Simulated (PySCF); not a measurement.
# Ir⁶⁷⁺ (iridium, charge +67): Hartree-Fock from Schrödinger to Dirac-Coulomb-Breit

Occupied: 1s1/2, 2s1/2, 2p1/2, 2p3/2. Hartree-Fock calculated with PySCF 2.14 in an uncontracted even-tempered set (16 s from 17 bohr⁻², ratio 2.7; 13 p from 20 bohr⁻², ratio 2.7), Gaussian nucleus throughout. NR is non-relativistic, sf-X2C the spin-free one-electron X2C Hamiltonian, X2C adds the bare one-electron spin-orbit term, X2C-SNSO screens it by Boettger's factors, DC is four-component Dirac-Coulomb, and the Gaunt and Breit terms are added at first order (total energies over the DC spinors, levels after relaxing the spinors in that mean field). QED terms are absent. Levels marked empty are virtual spinors of this ion.

| Hamiltonian | E (hartree) |
| --- | --- |
| NR | -11197.3420 |
| sf-X2C | -12072.9180 |
| X2C | -12093.7085 |
| X2C-SNSO | -12092.5514 |
| DC | -12098.7569 |
| DC+Gaunt | -12082.5362 |
| DC+Breit | -12083.9312 |

```
   level (eV)        NR    sf-X2C       X2C  X2C-SNSO        DC  DC+Gaunt  DC+Breit
        1s1/2  -75749.9  -82665.7  -82644.7  -82645.9  -82746.2  -82477.2  -82494.9
        2s1/2  -17258.5  -19266.2  -19261.0  -19261.3  -19276.0  -19246.1  -19248.2
        2p1/2  -16858.9  -17543.6  -18793.6  -18754.5  -18765.9  -18713.4  -18718.5
        2p3/2  -16858.9  -17543.6  -17054.2  -17066.2  -17076.1  -17041.8  -17047.0
3s1/2 (empty)   -7207.5   -7853.3   -7852.4   -7852.5   -7856.0   -7847.9   -7848.9
3p1/2 (empty)   -7078.8   -7359.2   -7696.2   -7685.8   -7688.8   -7675.0   -7676.9
3p3/2 (empty)   -7078.8   -7359.2   -7224.9   -7228.2   -7230.3   -7221.4   -7223.2
```

Task: How large are the two-electron picture-change error of X2C and the Breit correction in the total energy?

Result: X2C-1e lies 5.0483 hartree above Dirac-Coulomb; Gaunt adds 16.2206 and the full Breit term 14.8256 hartree.

| interval (eV) | X2C | X2C-SNSO | DC | DC+Gaunt | DC+Breit |
| --- | --- | --- | --- | --- | --- |
| 2p3/2 − 2p1/2 | 1739 | 1688 | 1690 | 1672 | 1671 |
| 3p3/2 − 3p1/2 | 471.2 | 457.6 | 458.5 | 453.7 | 453.6 |

Weight of the small component: 1s1/2 0.0851, 2s1/2 0.0200, 2p1/2 0.0199, 2p3/2 0.0180, 3s1/2 0.00799, 3p1/2 0.00788, 3p3/2 0.00738.

Koopmans' value for the highest occupied level at DC+Breit: 17047.0 eV, against an ionisation energy of 17040 ± 40 eV (theoretical estimate listed by NIST; NIST Atomic Spectra Database, ionization energies); the former lacks relaxation, correlation, QED and recoil.

The whole ladder took 48 s of wall time on 1 thread of Intel(R) Xeon(R) 6975P-C (shared host), launched as `OMP_NUM_THREADS=1 python relrun2.py TASK.json OUT` (a driver that calls PySCF for each Hamiltonian).

Dirac-Coulomb iterations, started from the X2C spinors:

```
with_ssss True, with_gaunt False, with_breit False
light speed = 137.03599967994
init E= -12001.1108976286
cycle= 1 E= -12098.754322051  delta_E= -97.6  |g|= 3.68  |ddm|= 0.149
cycle= 2 E= -12098.756849727  delta_E= -0.00253  |g|= 0.0429  |ddm|= 0.00451
cycle= 3 E= -12098.7568514863  delta_E= -1.76e-06  |g|= 0.00108  |ddm|= 0.000165
cycle= 4 E= -12098.7568514875  delta_E= -1.17e-09  |g|= 5.82e-06  |ddm|= 3.67e-06
```
